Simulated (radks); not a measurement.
The antimony ion Sb30+, configuration [Ar] 3d3.

Method: scalar-relativistic Kohn-Sham, SCAN, spin-polarised, spherical densities, finite nucleus; open shells are filled with parallel spins first (spin-orbit coupling, left out, can overturn this in heavy ions); meta-GGA in the generalised Kohn-Sham scheme; Fermi nuclear charge, rms radius 4.6802 fm; computed with a radial shooting solver on a logarithmic mesh with Libxc functionals.

Energy parts (hartree):
part                        energy
total                  -5868.68749
kinetic                 6164.98520
electron-nucleus      -13056.11741
Hartree                 1146.30661
exchange-correlation    -123.86188

Orbitals (lengths in bohr, moments of r in powers of bohr; <r^-3> diverges for s and p1/2):
orbital,occ.,eigenvalue (hartree),<r^2>,<r^-3>
1s up,1,-1167.133,0.001094,-
1s down,1,-1167.123,0.001094,-
2s up,1,-220.9889,0.01747,-
2s down,1,-220.4788,0.01741,-
2p up,3,-203.6938,0.01379,5088
2p down,3,-203.3125,0.01373,5107
3s up,1,-77.15589,0.1078,-
3s down,1,-76.62600,0.1085,-
3p up,3,-71.53161,0.1046,1151
3p down,3,-70.96946,0.1054,1134
3d up,3,-63.99841,0.08450,166.2

The highest occupied level is 3d up at -1741.5 eV. The spin density at the nucleus is -10.57 e/bohr^3 (1s -2.09, 2s -42.47, 3s 33.99). The density falls to 0.001 e/bohr^3 at r = 0.91 bohr.

Empty levels of this run are not shown, since the potential may be unsettled where no density lies.
